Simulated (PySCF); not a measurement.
PySCF input (HF/def2-TZVPD):

```python
from pyscf import gto, scf, dft

mol = gto.M(
    atom='''
    C    -2.25150173    0.16333615   -0.78193884
    C    -1.14270559   -0.04616039    0.00078594
    C     0.15474489    0.14723894   -0.43450615
    Cl    1.51284318   -0.12828966    0.58252851
    H    -2.16327956    0.49956437   -1.80697625
    H    -3.24579918   -0.00243630   -0.39424527
    H    -1.27785289   -0.38336846    1.02303415
    H     0.40537211    0.48067638   -1.43084296
    ''',
    basis='def2-tzvpd',
    charge=0,
    spin=1,
    verbose=4,
)

mf = scf.UHF(mol).density_fit(auxbasis='def2-universal-jkfit')
mf.conv_tol = 1e-9
mf.max_cycle = 100
mf.max_memory = 1500
mf.kernel()
if not mf.converged:
    mf = mf.newton()
    mf.kernel(mf.make_rdm1())
for _ in range(2):
    mo, _, stable, _ = mf.stability(return_status=True)
    if stable:
        break
    mf.kernel(mf.make_rdm1(mo, mf.mo_occ))
mf.analyze()
```

End of the output:

```
Extra cycle  E= -575.44416440828  delta_E= -5.47e-11  |g|= 3.66e-06  |ddm|= 1.31e-05
converged SCF energy = -575.44416440828  <S^2> = 0.95754955  2S+1 = 2.1977712
uhf_internal: lowest eigs of H = [0.31446447 0.3819502  0.41518271]
<class 'pyscf.df.df_jk.DFUHF'> wavefunction is stable in the internal stability analysis
**** SCF Summaries ****
Total Energy =                        -575.444164408279676
Nuclear Repulsion Energy =             134.623517279308231
One-electron Energy =                -1057.912533133743864
Two-electron Energy =                  347.844851446155985
Two-electron Coulomb Energy =          392.422835937440084
DFT Exchange-Correlation Energy =      -44.577984491284099
HOMO-LUMO gap [eV] =                    10.981445922600514
**** MO energy ****
                             alpha | beta                alpha | beta
MO #1   energy= -104.840475954159  | -104.840222212543  occ= 1 | 1
MO #2   energy= -11.2992242229421  | -11.2781772952531  occ= 1 | 1
MO #3   energy= -11.2455443018145  | -11.2531647675705  occ= 1 | 1
MO #4   energy= -11.2389976769228  | -11.2271790603339  occ= 1 | 1
MO #5   energy= -10.5680598035976  | -10.5677838921883  occ= 1 | 1
MO #6   energy= -8.03513229582137  | -8.03619054295024  occ= 1 | 1
MO #7   energy= -8.03383860126248  | -8.03334619636988  occ= 1 | 1
MO #8   energy= -8.03353764162081  | -8.03167473774899  occ= 1 | 1
MO #9   energy= -1.1696296771678   | -1.15121548423628  occ= 1 | 1
MO #10  energy= -1.0658506670523   | -1.05907718968457  occ= 1 | 1
MO #11  energy= -0.923549471892422 | -0.866072322421999 occ= 1 | 1
MO #12  energy= -0.779356647055987 | -0.768189970519277 occ= 1 | 1
MO #13  energy= -0.652477874766642 | -0.645176933283112 occ= 1 | 1
MO #14  energy= -0.642286826458272 | -0.633733487753469 occ= 1 | 1
MO #15  energy= -0.554632472696142 | -0.546759108142044 occ= 1 | 1
MO #16  energy= -0.548301535234099 | -0.532136554976058 occ= 1 | 1
MO #17  energy= -0.535481949338278 | -0.492615194110041 occ= 1 | 1
MO #18  energy= -0.453683552993901 | -0.453513774688872 occ= 1 | 1
MO #19  energy= -0.445225776302529 | -0.406427227427141 occ= 1 | 1
MO #20  energy= -0.334895609096332 | 0.0686650884193807 occ= 1 | 0
MO #21  energy= 0.0680113200858221 | 0.0752011707643978 occ= 0 | 0
MO #22  energy= 0.0732106885296417 | 0.082386923596513  occ= 0 | 0
MO #23  energy= 0.0819128533834143 | 0.0839366700359777 occ= 0 | 0
MO #24  energy= 0.0960392568081591 | 0.0973443958730782 occ= 0 | 0
MO #25  energy= 0.105141714531354  | 0.105507542362448  occ= 0 | 0
MO #26  energy= 0.115393040513769  | 0.116119878050531  occ= 0 | 0
MO #27  energy= 0.151225170760115  | 0.157686171049209  occ= 0 | 0
MO #28  energy= 0.157644489665223  | 0.160249629991464  occ= 0 | 0
MO #29  energy= 0.168962121187665  | 0.170495429758025  occ= 0 | 0
MO #30  energy= 0.188818643548955  | 0.188911427804164  occ= 0 | 0
MO #31  energy= 0.208772274625954  | 0.220362049774607  occ= 0 | 0
MO #32  energy= 0.21776037179298   | 0.221585255243963  occ= 0 | 0
MO #33  energy= 0.219493730924169  | 0.231657969632151  occ= 0 | 0
MO #34  energy= 0.249482935185698  | 0.257311208700861  occ= 0 | 0
MO #35  energy= 0.254410972886939  | 0.268104196995062  occ= 0 | 0
MO #36  energy= 0.267706024561468  | 0.273293791298256  occ= 0 | 0
MO #37  energy= 0.276713514033655  | 0.283131177403956  occ= 0 | 0
MO #38  energy= 0.282592128024934  | 0.287350999151039  occ= 0 | 0
MO #39  energy= 0.300302333074451  | 0.301846357576622  occ= 0 | 0
MO #40  energy= 0.301301266703281  | 0.31446570080267   occ= 0 | 0
MO #41  energy= 0.316949768075811  | 0.319665683136326  occ= 0 | 0
MO #42  energy= 0.325648390859413  | 0.330100679182675  occ= 0 | 0
MO #43  energy= 0.339616294818503  | 0.341349163715022  occ= 0 | 0
MO #44  energy= 0.347723653012578  | 0.35062714591599   occ= 0 | 0
MO #45  energy= 0.360704454841327  | 0.36080317428625   occ= 0 | 0
MO #46  energy= 0.360823635621504  | 0.367366547026811  occ= 0 | 0
MO #47  energy= 0.365605029248819  | 0.377687065204992  occ= 0 | 0
MO #48  energy= 0.37369972673557   | 0.379358553368418  occ= 0 | 0
MO #49  energy= 0.38922639002419   | 0.389962047310185  occ= 0 | 0
MO #50  energy= 0.398964676662664  | 0.403949265179463  occ= 0 | 0
MO #51  energy= 0.41243873827977   | 0.414517434815209  occ= 0 | 0
MO #52  energy= 0.418554379201551  | 0.42112901166848   occ= 0 | 0
MO #53  energy= 0.428706356383101  | 0.437027983916716  occ= 0 | 0
MO #54  energy= 0.43382446337768   | 0.444284972460156  occ= 0 | 0
MO #55  energy= 0.439510395937338  | 0.446873794104888  occ= 0 | 0
MO #56  energy= 0.449570034239611  | 0.460574191492327  occ= 0 | 0
MO #57  energy= 0.468797535879178  | 0.467605950445644  occ= 0 | 0
MO #58  energy= 0.469325917482676  | 0.470197797096172  occ= 0 | 0
MO #59  energy= 0.483658157258782  | 0.488472761981322  occ= 0 | 0
MO #60  energy= 0.496956947891814  | 0.502681186748113  occ= 0 | 0
MO #61  energy= 0.502280357311768  | 0.511651671517654  occ= 0 | 0
MO #62  energy= 0.525155432015534  | 0.525994036384501  occ= 0 | 0
MO #63  energy= 0.542287603872228  | 0.542963600569363  occ= 0 | 0
MO #64  energy= 0.559363874134231  | 0.563591728968528  occ= 0 | 0
MO #65  energy= 0.565921380170138  | 0.568073607212301  occ= 0 | 0
MO #66  energy= 0.571975483476462  | 0.574047100387828  occ= 0 | 0
MO #67  energy= 0.592078912053247  | 0.597604142559681  occ= 0 | 0
MO #68  energy= 0.620048768685934  | 0.624297693175174  occ= 0 | 0
MO #69  energy= 0.627318811309359  | 0.635222452292326  occ= 0 | 0
MO #70  energy= 0.634590081809502  | 0.666346046487757  occ= 0 | 0
MO #71  energy= 0.703320555118324  | 0.706128691089784  occ= 0 | 0
MO #72  energy= 0.735247460523845  | 0.738309592916051  occ= 0 | 0
MO #73  energy= 0.736218827795219  | 0.739072408220901  occ= 0 | 0
MO #74  energy= 0.747556673108412  | 0.755172775486994  occ= 0 | 0
MO #75  energy= 0.779793598422076  | 0.782843430730046  occ= 0 | 0
MO #76  energy= 0.781712804167973  | 0.789580402593594  occ= 0 | 0
MO #77  energy= 0.796529863118726  | 0.8014618903208    occ= 0 | 0
MO #78  energy= 0.808090134708876  | 0.810853084193038  occ= 0 | 0
MO #79  energy= 0.831541491005846  | 0.840445645833862  occ= 0 | 0
MO #80  energy= 0.846343549598048  | 0.847028100413303  occ= 0 | 0
MO #81  energy= 0.853354480577661  | 0.855772697743326  occ= 0 | 0
MO #82  energy= 0.868449222017837  | 0.871416974726795  occ= 0 | 0
MO #83  energy= 0.883672875398835  | 0.888790013931424  occ= 0 | 0
MO #84  energy= 0.890052028055033  | 0.899419485240151  occ= 0 | 0
MO #85  energy= 0.892715652385612  | 0.904257644352619  occ= 0 | 0
MO #86  energy= 0.907991031246418  | 0.911199190491469  occ= 0 | 0
MO #87  energy= 0.93115295870199   | 0.93478116674387   occ= 0 | 0
MO #88  energy= 0.96701268684982   | 0.96822265685951   occ= 0 | 0
MO #89  energy= 0.98193681707921   | 0.996661436593054  occ= 0 | 0
MO #90  energy= 0.995228122079308  | 1.01690645761883   occ= 0 | 0
MO #91  energy= 1.01596747046923   | 1.02205957797822   occ= 0 | 0
MO #92  energy= 1.04369251453988   | 1.04664968828525   occ= 0 | 0
MO #93  energy= 1.05804413213871   | 1.06586719959713   occ= 0 | 0
MO #94  energy= 1.1701224896608    | 1.18342809069545   occ= 0 | 0
MO #95  energy= 1.17096382443105   | 1.18645043206087   occ= 0 | 0
MO #96  energy= 1.19123308564293   | 1.22577335122812   occ= 0 | 0
MO #97  energy= 1.24832621922595   | 1.25597249921645   occ= 0 | 0
MO #98  energy= 1.25305181086097   | 1.25892427230026   occ= 0 | 0
MO #99  energy= 1.36414373396291   | 1.37486299804355   occ= 0 | 0
MO #100 energy= 1.427523995574     | 1.44267854903341   occ= 0 | 0
MO #101 energy= 1.42968383785774   | 1.44748242612105   occ= 0 | 0
MO #102 energy= 1.44958087015163   | 1.4546442940084    occ= 0 | 0
MO #103 energy= 1.51543862403384   | 1.51503726287131   occ= 0 | 0
MO #104 energy= 1.61020163595353   | 1.61916550671777   occ= 0 | 0
[...]
```

It need not be the lowest isomer of its formula.

The determinant is spin-contaminated: <S^2> is 0.96 against 0.75 for a pure state.
